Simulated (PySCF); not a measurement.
Compound: BeMeCl, CH3BeCl.
Structure used (PBE0-D3(BJ)/def2-SVP), in Å, numbered top down from 1:
```xyz
6
CH3BeCl angstrom
Be    -0.009    0.005   -1.014
C      0.002    0.000    0.653
H     -0.442    0.918    1.075
H      1.027   -0.075    1.055
H     -0.567   -0.851    1.066
Cl    -0.010    0.003   -2.835
```

Computed, not measured: PySCF, TDDFT CAM-B3LYP/def2-SVPD, vertical, gas phase, core orbitals frozen in the response.

Ground-to-excited transition dipoles (e·a0, same axes as the geometry; the sign carries no meaning), for the states with f of 0.002 or more among the lowest 10:

```json
{"state": "S1", "E (eV)": "7.728", "μx": "-0.126", "μy": "0.335", "μz": "-0.039"}
{"state": "S2", "E (eV)": "7.730", "μx": "0.336", "μy": "0.126", "μz": "0.025"}
{"state": "S3", "E (eV)": "7.930", "μx": "0.003", "μy": "-0.003", "μz": "-0.791"}
{"state": "S7", "E (eV)": "8.324", "μx": "0.618", "μy": "-0.164", "μz": "-0.020"}
{"state": "S8", "E (eV)": "8.325", "μx": "0.164", "μy": "0.617", "μz": "0.007"}
{"state": "S9", "E (eV)": "9.031", "μx": "-0.013", "μy": "0.008", "μz": "-1.051"}
{"state": "S10", "E (eV)": "9.403", "μx": "0.009", "μy": "-0.006", "μz": "0.525"}
```

Q: What oscillator strength does each state have?

A: f = (2/3) ΔE |μ|² with ΔE in hartree (27.2114 eV).

```
state  |μ|² (au)  |μ| (D)      f
   S1      0.130     0.92  0.025
   S2      0.129     0.91  0.024
   S3      0.626     2.01  0.122
   S7      0.409     1.63  0.084
   S8      0.408     1.62  0.083
   S9      1.106     2.67  0.245
  S10      0.276     1.33  0.064
```

Q: Label these states by symmetry in C3v.

A: Polarised along the main axis, so A1: S3, S9 and S10. Polarised across the main axis, so E: S1, S2, S7 and S8.

Q: What angle do the transition dipoles of S9 and S10 make?

A: |cos θ| = |μa·μb| / (|μa| |μb|) = 1.00, so θ ≈ 0° (taken between 0 and 90°, since the signs are arbitrary).

Q: What peak molar absorption coefficient would the strongest computed level give as a lone Gaussian band 0.5 eV wide at half height?

A: ε(max) = 2.175×10⁸ f / FWHM, with the width in cm⁻¹. S9: 2.175×10⁸ × 0.2446 / 4033 ≈ 13000 L mol⁻¹ cm⁻¹.

S1/S2 and S7/S8 coincide within about 0.01 eV; within a degenerate level the directions of the single components are arbitrary.

The vertical ionisation energy (ΔSCF) is 11.79 eV, 2.39 eV above S10.
